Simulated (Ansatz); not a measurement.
Question: Predict a relaxed structure of the cluster Cd₂Se, charge 0, singlet, at PBE-D4/def2-TZVP (Ansatz).

Answer: 
Cartesian coordinates in Å:
```
Cd 2.502 0.353 -0.088
Cd -2.502 -0.355 0.090
Se 0.000 0.001 -0.002
```
Point group D∞h (tolerance 0.1 Å). This is one stationary point.

In the def2 sets Cd takes a core potential; there is no spin–orbit coupling. The order of the spin states hangs on the level: the triplet lies 0.12 eV below the singlet at PBE0-D4/def2-TZVP, but 0.15 eV above it at PBE-D4/def2-TZVP. The structure comes from a short search, and lower isomers may exist.
